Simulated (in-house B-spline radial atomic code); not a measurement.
## The osmium ion Os⁷⁺: [Xe] 4f14 6p1 (an excited or competing configuration)

Computed with a B-spline radial code for spherical atoms: Dirac-Hartree-Fock, average of configuration, Fermi nucleus of rms radius 5.4126 fm.

Z_r = [3n² - l(l+1)]/(2<r>); Z_e = n√(-2ε); the last column is Slater's effective charge. Values are occupation-weighted means over j. An effective charge above Z reflects the relativistic contraction of the inner shells.

```json
{"shell": "1s", "electrons": "2", "ε (eV)": "-74459", "<r> (bohr)": "0.01773", "Z_r": "84.58", "Z_e": "73.98", "Slater": "75.70"}
{"shell": "2s", "electrons": "2", "ε (eV)": "-13196", "<r> (bohr)": "0.07421", "Z_r": "80.85", "Z_e": "62.29", "Slater": "71.85"}
{"shell": "2p", "electrons": "6", "ε (eV)": "-11589", "<r> (bohr)": "0.06681", "Z_r": "74.84", "Z_e": "58.37", "Slater": "71.85"}
{"shell": "3s", "electrons": "2", "ε (eV)": "-3216.4", "<r> (bohr)": "0.1929", "Z_r": "69.97", "Z_e": "46.13", "Slater": "64.75"}
{"shell": "3p", "electrons": "6", "ε (eV)": "-2729.9", "<r> (bohr)": "0.1933", "Z_r": "64.67", "Z_e": "42.49", "Slater": "64.75"}
{"shell": "3d", "electrons": "10", "ε (eV)": "-2143.3", "<r> (bohr)": "0.1763", "Z_r": "59.56", "Z_e": "37.65", "Slater": "54.85"}
{"shell": "4s", "electrons": "2", "ε (eV)": "-796.17", "<r> (bohr)": "0.4318", "Z_r": "55.58", "Z_e": "30.60", "Slater": "48.25"}
{"shell": "4p", "electrons": "6", "ε (eV)": "-632.19", "<r> (bohr)": "0.4575", "Z_r": "50.28", "Z_e": "27.27", "Slater": "48.25"}
{"shell": "4d", "electrons": "10", "ε (eV)": "-414.96", "<r> (bohr)": "0.4889", "Z_r": "42.96", "Z_e": "22.09", "Slater": "36.85"}
{"shell": "5s", "electrons": "2", "ε (eV)": "-209.04", "<r> (bohr)": "0.9879", "Z_r": "37.96", "Z_e": "19.60", "Slater": "18.35"}
{"shell": "4f", "electrons": "14", "ε (eV)": "-176.27", "<r> (bohr)": "0.5438", "Z_r": "33.10", "Z_e": "14.40", "Slater": "25.45"}
{"shell": "5p", "electrons": "6", "ε (eV)": "-160.11", "<r> (bohr)": "1.104", "Z_r": "33.06", "Z_e": "17.15", "Slater": "18.35"}
{"shell": "6p", "electrons": "1", "ε (eV)": "-69.052", "<r> (bohr)": "2.338", "Z_r": "22.67", "Z_e": "13.52", "Slater": "9.20"}
```

The least bound orbital is 6p3/2 at -67.97 eV, and it is also the most diffuse (<r> = 2.376 bohr).

Spin-orbit splittings of the orbital energies (j = l + 1/2 above j = l - 1/2 when positive): 2p 1534 eV, 3p 339.6 eV, 3d 72.83 eV, 4p 80.62 eV, 4d 15.17 eV, 4f 2.982 eV, 5p 14.37 eV, 6p 3.25 eV.

For the 1s electron the small component carries 8.26 % of the norm, the zero-frequency Breit interaction raises the level by 266 eV, self-energy by 167.7 eV, and vacuum polarisation lowers it by 32.68 eV.
